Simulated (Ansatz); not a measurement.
One change: `BCC(N)F` becomes `NC(F)[SiH2]Cl`.

Ansatz, PBE0-D4/def2-TZVP geometries, multiplicity 1. Each molecule was computed in one conformer, which needn't be the lowest.

```json
{"property": "HOMO–LUMO gap (B3LYP/def2-TZVPP) / eV", "`BCC(N)F`": "6.01"}
{"property": "LUMO energy (PBE0/def2-TZVPP) / eV", "`BCC(N)F`": "-1.35"}
{"property": "LUMO energy (ωB97M-V/def2-TZVPP) / eV", "`BCC(N)F`": "0.58"}
{"property": "HOMO–LUMO gap (ωB97M-V/def2-TZVPP) / eV", "`BCC(N)F`": "10.89"}
{"property": "LUMO energy (PBE/def2-TZVPP) / eV", "`BCC(N)F`": "-2.40"}
{"property": "size of the dipole moment (PBE/def2-TZVPP) / D", "`BCC(N)F`": "1.56"}
```

Q: What does the change do to each property? (An estimate is asked.)

A: Computed: 
```
                                      property  `NC(F)[SiH2]Cl`  shift
         HOMO–LUMO gap (B3LYP/def2-TZVPP) / eV             7.84   1.83
            LUMO energy (PBE0/def2-TZVPP) / eV             0.16   1.51
         LUMO energy (ωB97M-V/def2-TZVPP) / eV             1.98   1.40
       HOMO–LUMO gap (ωB97M-V/def2-TZVPP) / eV            12.49   1.60
             LUMO energy (PBE/def2-TZVPP) / eV            -0.75   1.65
size of the dipole moment (PBE/def2-TZVPP) / D             1.43  -0.13
```

With PBE0 the HOMO falls by 0.28 eV and the LUMO rises by 1.51 eV, so the gap widens by about 1.79 eV. PBE moves the HOMO by -0.34 eV and ωB97M-V by -0.21 eV. Dipoles are sizes alone; their direction can turn.

B3LYP here is the variant with VWN-RPA as its local correlation; programs differ in this.
